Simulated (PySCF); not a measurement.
## H₄MoO at several levels of theory

All levels use the PBE0 minimum (singlet; Mo–H 1.654 Å (×2), Mo–H 1.709 Å (×2), Mo–O 1.643 Å; H–Mo–H 58.4°, H–Mo–H 66.0° (×2), H–Mo–H 118.6° (×2), H–Mo–H 130.5°, H–Mo–O 101.7° (×2), H–Mo–O 113.3° (×2)), basis [Mo def2-TZVP with ECP28, O def2-TZVP, H def2-TZVP], scalar-relativistic core potentials, density fitting, no spin–orbit coupling, PySCF. For vertical energies the ionised species is a doublet (spins chosen at PBE0 and kept) and the electron-attached one a doublet. Atomisation goes to high-spin ground-configuration atoms, without zero-point energy. Open shells are unrestricted, also as the reference of the correlated levels. A dash marks a value that was not computed or is not defined at that level.

```xyz
6
charge 0 multiplicity 1, angstrom
Mo    0.1420    0.1428    0.0458
O    -0.9149   -1.0883   -0.2135
H    -0.2206    1.0623    1.4401
H     0.1439    0.9003   -1.4246
H     1.6044   -0.0279   -0.8224
H    -0.8045    1.4669   -0.2489
```

```json
{"level": "PBE0", "atomisation (kJ/mol)": "1590", "vertical IP (eV)": "10.84", "vertical EA (eV)": "1.57", "−ε(HOMO) (eV)": "8.60", "gap (eV)": "5.24", "dipole (D)": "2.29"}
{"level": "HF", "atomisation (kJ/mol)": "695", "vertical IP (eV)": "10.60", "vertical EA (eV)": "1.35", "−ε(HOMO) (eV)": "12.01", "gap (eV)": "11.93", "dipole (D)": "2.83"}
{"level": "MP2", "atomisation (kJ/mol)": "1649", "vertical IP (eV)": "11.17", "vertical EA (eV)": "1.20", "−ε(HOMO) (eV)": "–", "gap (eV)": "–", "dipole (D)": "–"}
{"level": "PBE", "atomisation (kJ/mol)": "1738", "vertical IP (eV)": "10.57", "vertical EA (eV)": "1.43", "−ε(HOMO) (eV)": "7.24", "gap (eV)": "2.92", "dipole (D)": "2.07"}
{"level": "CCSD(T)", "atomisation (kJ/mol)": "1590", "vertical IP (eV)": "–", "vertical EA (eV)": "–", "−ε(HOMO) (eV)": "–", "gap (eV)": "–", "dipole (D)": "–"}
```

For H₄MoO itself CCSD(T) correlates 24 electrons; T1 = 0.026, D1 = 0.087, (T) = -111 kJ/mol.

Question: Which levels differ least and most from CCSD(T) in the atomisation?

Answer: Least: PBE0 (0 kJ/mol); most: HF (-895 kJ/mol). CCSD(T) atomisation energies in a triple-zeta basis lie tens of kJ/mol low, so this is no ranking by accuracy.

Spin contamination in at least one species weakens the values at: HF, MP2.

Without diffuse functions attachment energies tend to come out too low.
